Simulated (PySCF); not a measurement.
A geometry optimisation, step by step.

Species: C₂H₅PTe.
SMILES with atom numbers: `[Te:1]=[PH:2]1[CH2:3][CH2:4]1` (hydrogens: H5 on P2; H6, H7 on C3; H8, H9 on C4)

Method: PySCF 2.14.0, PBE0-D3(BJ)/def2-SVP geometry optimisation, gas phase, def2 core potentials past Kr; density fitting, grid level 1; the optimiser is geomeTRIC in internal coordinates, started from a GFN2-xTB structure with every atom displaced at random (about 0.01 Å). The frame can shift and turn from step to step; on so coarse a grid that alone can change the energy by a few meV, and forces under 0.02 eV/Å are noise.

Step 0: E = -18726.5943 eV, largest atomic force 1.288 eV/Å
```
atom  x, y, z in Å  |  force x, y, z in eV/Å
Te1     2.873   -0.100   -1.109    0.068   0.010   0.138
P2      1.009   -0.010    0.287   -0.219  -0.344  -0.676
C3     -0.626   -0.759   -0.069    0.696   1.082   0.059
C4     -0.550    0.773   -0.111   -0.834  -0.596   0.579
H5      0.995    0.028    1.670    0.348   0.025   0.793
H6     -1.180   -1.217    0.731   -0.285  -0.322   0.570
H7     -0.684   -1.271   -1.011   -0.047  -0.355  -0.693
H8     -1.123    1.309    0.648    0.152   0.094   0.248
H9     -0.656    1.228   -1.071    0.120   0.406  -1.017
```

Step 1: E = -18726.6784 eV, largest atomic force 0.396 eV/Å
```
atom  x, y, z in Å  |  force x, y, z in eV/Å
Te1     2.980    0.290   -0.767   -0.002   0.007  -0.101
P2      0.959    0.059    0.362    0.183  -0.087   0.340
C3     -0.511   -0.915   -0.069   -0.149  -0.326  -0.034
C4     -0.717    0.586   -0.093   -0.023   0.254  -0.205
H5      0.983    0.057    1.788   -0.119   0.034  -0.218
H6     -1.002   -1.484    0.732    0.095   0.029  -0.110
H7     -0.482   -1.437   -1.037    0.028   0.102   0.166
H8     -1.336    1.043    0.683   -0.048   0.023   0.028
H9     -0.811    1.062   -1.079    0.034  -0.035   0.133
```

Step 2: E = -18726.6873 eV, largest atomic force 0.142 eV/Å
```
atom  x, y, z in Å  |  force x, y, z in eV/Å
Te1     2.961    0.278   -0.790   -0.018  -0.006  -0.022
P2      0.958    0.049    0.380    0.137  -0.038   0.000
C3     -0.513   -0.917   -0.067   -0.077   0.011   0.024
C4     -0.709    0.592   -0.093   -0.019   0.008   0.004
H5      0.964    0.059    1.796   -0.060   0.018  -0.010
H6     -1.006   -1.491    0.724   -0.003   0.007  -0.004
H7     -0.471   -1.434   -1.031    0.031   0.022   0.001
H8     -1.336    1.055    0.676   -0.011  -0.017  -0.001
H9     -0.784    1.069   -1.076    0.020  -0.005   0.009
```

Step 3: E = -18726.6887 eV, largest atomic force 0.070 eV/Å
```
atom  x, y, z in Å  |  force x, y, z in eV/Å
Te1     2.954    0.259   -0.802   -0.007  -0.011  -0.001
P2      0.961    0.039    0.386    0.056  -0.009  -0.040
C3     -0.518   -0.915   -0.065   -0.035   0.050   0.024
C4     -0.702    0.597   -0.092   -0.013  -0.031   0.022
H5      0.954    0.061    1.800   -0.015   0.005   0.030
H6     -1.018   -1.486    0.722   -0.015  -0.002   0.011
H7     -0.469   -1.429   -1.029    0.016  -0.002  -0.026
H8     -1.332    1.061    0.674    0.008  -0.007  -0.002
H9     -0.767    1.074   -1.074    0.005   0.007  -0.019
```

Step 4: E = -18726.6889 eV, largest atomic force 0.030 eV/Å
```
atom  x, y, z in Å  |  force x, y, z in eV/Å
Te1     2.952    0.230   -0.810    0.002  -0.013   0.007
P2      0.964    0.030    0.388   -0.011   0.006  -0.018
C3     -0.525   -0.910   -0.064   -0.003   0.027   0.013
C4     -0.695    0.602   -0.091   -0.002  -0.024  -0.001
H5      0.949    0.060    1.804    0.013  -0.004   0.017
H6     -1.033   -1.477    0.722   -0.011  -0.002   0.005
H7     -0.473   -1.424   -1.028    0.000  -0.004  -0.013
H8     -1.323    1.070    0.673    0.015   0.006   0.002
H9     -0.752    1.079   -1.074   -0.003   0.008  -0.011
```

Step 5: E = -18726.6888 eV, largest atomic force 0.072 eV/Å
```
atom  x, y, z in Å  |  force x, y, z in eV/Å
Te1     2.952    0.180   -0.817    0.009  -0.013   0.012
P2      0.967    0.015    0.390   -0.070   0.017   0.010
C3     -0.538   -0.901   -0.061    0.028  -0.008   0.001
C4     -0.684    0.611   -0.092    0.013  -0.003  -0.025
H5      0.947    0.055    1.806    0.031  -0.011  -0.004
H6     -1.056   -1.461    0.724   -0.005   0.000  -0.004
H7     -0.485   -1.417   -1.025   -0.015  -0.003   0.004
H8     -1.306    1.089    0.671    0.015   0.015   0.005
H9     -0.733    1.088   -1.076   -0.006   0.005   0.001
```

Step 6: E = -18726.6889 eV, largest atomic force 0.101 eV/Å
```
atom  x, y, z in Å  |  force x, y, z in eV/Å
Te1     2.955    0.123   -0.817    0.012  -0.011   0.011
P2      0.968    0.000    0.391   -0.094   0.020   0.030
C3     -0.553   -0.891   -0.059    0.044  -0.040  -0.010
C4     -0.673    0.622   -0.095    0.025   0.021  -0.035
H5      0.949    0.046    1.807    0.033  -0.013  -0.021
H6     -1.081   -1.441    0.726   -0.001   0.003  -0.011
H7     -0.504   -1.410   -1.022   -0.024   0.000   0.019
H8     -1.285    1.113    0.668    0.010   0.018   0.005
H9     -0.713    1.098   -1.080   -0.005   0.001   0.012
```

Step 7: E = -18726.6891 eV, largest atomic force 0.075 eV/Å
```
atom  x, y, z in Å  |  force x, y, z in eV/Å
Te1     2.955    0.125   -0.816    0.010  -0.011   0.010
P2      0.967    0.000    0.391   -0.072   0.016   0.017
C3     -0.553   -0.892   -0.059    0.039  -0.024  -0.006
C4     -0.672    0.622   -0.095    0.016   0.014  -0.024
H5      0.950    0.046    1.807    0.025  -0.012  -0.013
H6     -1.081   -1.442    0.726   -0.004   0.005  -0.007
H7     -0.505   -1.411   -1.022   -0.019  -0.001   0.011
H8     -1.284    1.114    0.668    0.008   0.014   0.003
H9     -0.714    1.098   -1.080   -0.004   0.001   0.008
```

Step 8: E = -18726.6893 eV, largest atomic force 0.041 eV/Å
```
atom  x, y, z in Å  |  force x, y, z in eV/Å
Te1     2.956    0.126   -0.814    0.007  -0.013   0.009
P2      0.966    0.000    0.391   -0.039   0.011   0.003
C3     -0.553   -0.892   -0.059    0.029  -0.007  -0.002
C4     -0.672    0.622   -0.096    0.004   0.006  -0.009
H5      0.952    0.045    1.806    0.015  -0.010  -0.003
H6     -1.081   -1.442    0.726   -0.006   0.006  -0.002
H7     -0.507   -1.412   -1.021   -0.014  -0.002   0.003
H8     -1.283    1.115    0.668    0.006   0.009   0.000
H9     -0.714    1.098   -1.081   -0.002   0.000   0.001
```

Step 9: E = -18726.6894 eV, largest atomic force under 0.02 eV/Å
```
atom  x, y, z in Å  |  force x, y, z in eV/Å
Te1     2.957    0.129   -0.812    0.004  -0.015   0.006
P2      0.966    0.000    0.390   -0.009   0.007  -0.002
C3     -0.553   -0.893   -0.059    0.015   0.000  -0.005
C4     -0.672    0.622   -0.096   -0.004   0.006   0.002
H5      0.955    0.043    1.805    0.004  -0.006   0.001
H6     -1.082   -1.442    0.727   -0.004   0.005   0.001
H7     -0.510   -1.413   -1.021   -0.008  -0.002   0.001
H8     -1.282    1.116    0.667    0.002   0.005  -0.002
H9     -0.715    1.098   -1.081    0.001  -0.001  -0.001
```

Task: Summarise the path.

Result: The energy falls by 2.19 kcal/mol from step 0 to step 9; nine tenths of that is first reached at step 2. It never rises by more than 0.2 meV. The largest force goes from 1.288 to under 0.02 eV/Å. Among the bonds P2–H5 changes most, from 1.384 to 1.416 Å; the atoms move by 0.045 Å rms after alignment.

Task: Follow the three bonds and two angles with the largest change from start to end.

Result: 
| step | E above end (kcal/mol) | largest force (eV/Å) | P2–H5 (Å) | P2–C4 (Å) | C4–H9 (Å) | Te1–P2–H5 (°) | C3–P2–H5 (°) |
| --- | --- | --- | --- | --- | --- | --- | --- |
| 0 | 2.19 | 1.288 | 1.384 | 1.790 | 1.067 | 127.4 | 101.3 |
| 1 | 0.26 | 0.396 | 1.426 | 1.815 | 1.099 | 118.1 | 104.5 |
| 2 | 0.05 | 0.142 | 1.416 | 1.816 | 1.095 | 119.9 | 104.7 |
| 3 | 0.02 | 0.070 | 1.415 | 1.818 | 1.094 | 120.9 | 104.6 |
| 4 | 0.01 | 0.030 | 1.415 | 1.819 | 1.094 | 121.4 | 104.5 |
| 5 | 0.01 | 0.072 | 1.416 | 1.820 | 1.095 | 121.8 | 104.5 |
| 6 | 0.01 | 0.101 | 1.417 | 1.821 | 1.095 | 121.9 | 104.6 |
| 7 | 0.01 | 0.075 | 1.417 | 1.820 | 1.095 | 121.8 | 104.6 |
| 8 | 0.00 | 0.041 | 1.416 | 1.819 | 1.095 | 121.6 | 104.7 |
| 9 | 0.00 | under 0.02 | 1.416 | 1.818 | 1.095 | 121.4 | 104.8 |

The cost below is that of the whole optimisation. Hardware: one thread, Arm Neoverse N1 (aarch64), shared host with 64 logical CPUs at a one-minute load of 59. Cost: 64 s of wall time, 0.41 GiB resident at most.
